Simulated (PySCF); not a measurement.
B3LYP has the VWN-RPA correlation part, as in Gaussian. Excitations are Tamm–Dancoff values on a coarser integration grid. The basis has no diffuse functions, so Rydberg states are missing or too high.

Cartesian coordinates (Å):
SMILES: [SiH3]C1=C[SiH2]C=C1
```xyz
14

Si     2.3742     0.0799     0.0344
C      0.5068    -0.0252     0.0062
C     -0.1721    -1.1929    -0.0203
Si    -2.0019    -0.7989    -0.0400
C     -1.6764     1.0385    -0.0086
C     -0.3439     1.2024     0.0124
H      2.9403    -1.2873     0.0059
H      2.8658     0.8480    -1.1362
H      2.8337     0.7839     1.2571
H      0.3304    -2.1509    -0.0279
H     -2.7364    -1.3041     1.1454
H     -2.7023    -1.2688    -1.2602
H     -2.3603     1.8755    -0.0058
H      0.1318     2.1787     0.0332
```
Charge 0, spin multiplicity 1.

Task: Give the LUMO, S1–T1 gap (TDA), dipole moment, total energy, S1 oscillator strength, T1 excitation (TDA), S1 excitation (TDA) and HOMO at the level PySCF with B3LYP-D3(BJ)/def2-TZVP.

Result: 
| Property | Result |
|---|---|
| LUMO | -1.94 eV |
| S1–T1 gap (TDA) | 1.84 eV |
| dipole moment | 0.29 D |
| total energy | -20036.45 eV |
| S1 oscillator strength | 0.061 |
| T1 excitation (TDA) | 2.71 eV |
| S1 excitation (TDA) | 4.55 eV |
| HOMO | -6.76 eV |
